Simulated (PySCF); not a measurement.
Job for PySCF: R-B3LYP/6-31G* on C2H2 (SMILES C#C) with ghost functions, monomers drawn apart or pushed together.

```python
from pyscf import gto, scf, dft, mp
from pyscf.data.elements import chemcore

mol = gto.M(
    atom='''
    C    -0.90170234   -0.13644144    0.23429831
    C     0.23327355    0.02094879   -0.11132190
    H    -1.90938427   -0.27599476    0.54167998
    H     1.24149735    0.16059771   -0.41688410
    ghost-H    0.92347483    0.15769890    4.22426927
    ghost-H    1.14100497    0.19488957    4.93558247
    ''',
    basis='6-31g*',
    cart=True,
    charge=0, spin=0, verbose=3, max_memory=1800)
mf = dft.RKS(mol, xc='b3lyp')
mf.conv_tol = 1e-8
mf.max_cycle = 100
mf.kernel()
if not mf.converged:
    mf = mf.newton().run(mf.mo_coeff, mf.mo_occ)
```

It printed:

```
converged SCF energy = -77.3255481459632
```

Self-consistency was reached.

Cost: about 1.5 core-seconds (a rough figure).
